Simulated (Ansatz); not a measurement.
Computed with Ansatz on PBE0-D4/def2-TZVP structures; ΔE is electronic, products minus reactants. CCSD(T)/CBS is the MP2 limit (def2-TZVPP, def2-QZVPP) plus CCSD(T) − MP2 in def2-TZVPP, frozen cores. Functionals use def2-TZVPP. B3LYP here is the variant with VWN-RPA as its local correlation; programs differ in this. For Se outer-core shells are correlated without core-valence functions, which leaves a few kJ/mol of doubt a bond. Scalar relativity is left out up to krypton. One conformer a species, not always the lowest.

`O[SiH2][SeH]` + `FB[SiH3]` → `FB([SiH3])[SeH]` + silanol  (formal exchange of groups at the Se–Si bond)

| level | ΔE (kcal/mol) |
| --- | --- |
| B3LYP-D4 | -3.1 |
| B2PLYP | -3.1 |
| PBE | -3.5 |
| PBE0 | -2.7 |
| SCS-MP2/def2-TZVPP | -3.3 |
| CCSD(T)/def2-TZVPP | -3.7 |
| SCS-MP2/def2-QZVPP | -2.8 |
| CCSD/CBS(def2) | -2.2 |

Q: What does CCSD(T)/CBS give? (An estimate is asked.)

A: Ansatz gave: -2.8 kcal/mol. The listed levels differ from it by -0.3, -0.3, -0.7, 0.1, -0.5, -0.9, 0.0, 0.6 kcal/mol.

Largest T1 diagnostic among the species: 0.014.

From PBE to PBE0 (25 % exact exchange), in def2-TZVPP and without D4, ΔE moves by +0.8 kcal/mol. In def2-TZVPP, CCSD(T) changes the Hartree–Fock value by −3.1 kcal/mol (the triples alone add −0.6 kcal/mol) and MP2 by −3.1 kcal/mol.
